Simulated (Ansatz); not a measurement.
Saddle point of SiH2BrClF2, singlet (SiHClF₂ ([F][SiH]([F])[Cl]) + HBr → SiHBrF₂ ([F][SiH]([F])[Br]) + HCl; bonds formed: Si1–Br7, Cl2–H6; bonds broken: Si1–Cl2, H6–Br7), PBE0-D4/def2-TZVP structure:

```
7
angstrom
Si -0.3580 -0.0517 -0.5396
Cl 1.0916 -1.1832 0.9649
F -0.2736 -1.4242 -1.3576
F -1.7854 -0.1374 0.1270
H -0.1550 0.8792 -1.6547
H 1.0983 0.1291 1.4789
Br 0.3821 1.7882 0.9811
```

Energies are electronic, without zero-point energy. Barriers and step energies count from the start structure reached by relaxing down the imaginary mode; all methods use the PBE0-D4 structures, on which another method's saddle can fall below an end. Program: Ansatz 0.2.0. Basis: def2-TZVPP, with def2-QZVPP for the basis limit. Cores are frozen in the correlated methods. Filled d shells of the heavier atoms are correlated. The def2 sets are not built for correlating such inner shells, so the correlated values are less sure here. B3LYP uses VWN-RPA correlation. Extrapolation: Hartree–Fock as exp(−7.88 √X), correlation as X^−2.97.

```csv
method,barrier (eV),step energy (eV)
SPW92,0.893,0.088
PBE-D4,1.220,0.077
BLYP-D4,1.435,0.101
r2SCAN-D4,?,0.105
B97M-V,?,0.138
PBE0-D4,1.423,0.087
B3LYP-D4,1.581,0.108
r2SCAN0-D4,1.514,0.107
BHLYP-D4,1.804,0.118
CAM-B3LYP-D4,1.679,0.125
wB97X-V,1.660,0.118
wB97M-V,1.584,0.117
B2PLYP,1.669,0.107
PBE-QIDH,?,0.095
RPA on PBE,1.730,0.118
HF,2.400,0.136
MP2,1.644,0.097
CCSD,1.863,0.113
CCSD(T),1.731,0.109
```

(1) Fill in the withheld barriers. (An estimate is asked for; the value comes from the calculation.)

T1 diagnostic: at most 0.011.

Answers

(1) Computed: B97M-V 1.633; r2SCAN-D4 1.383; PBE-QIDH 1.590 eV. Each is the energy of the saddle less that of the start structure, by the same method.

For comparison, the barrier by CCSD(T) at an estimated basis limit (MP2 extrapolated from triple and quadruple zeta, plus CCSD(T) − MP2 in triple zeta) is 1.654 eV.

Labels in which every atom is bracketed show which atoms are joined, not bond orders.

For scale, one of the runs: CCSD(T)/def2-TZVPP, 222 basis functions, launched by `ansatz run in.yaml --threads 8 --pin off --events-out ev --progress --plain --max-ram 19148MiB`. Hardware: 8 CPU threads of an Arm Neoverse V2, shared host. Wall time 76 s; peak host memory 3.7 GiB.
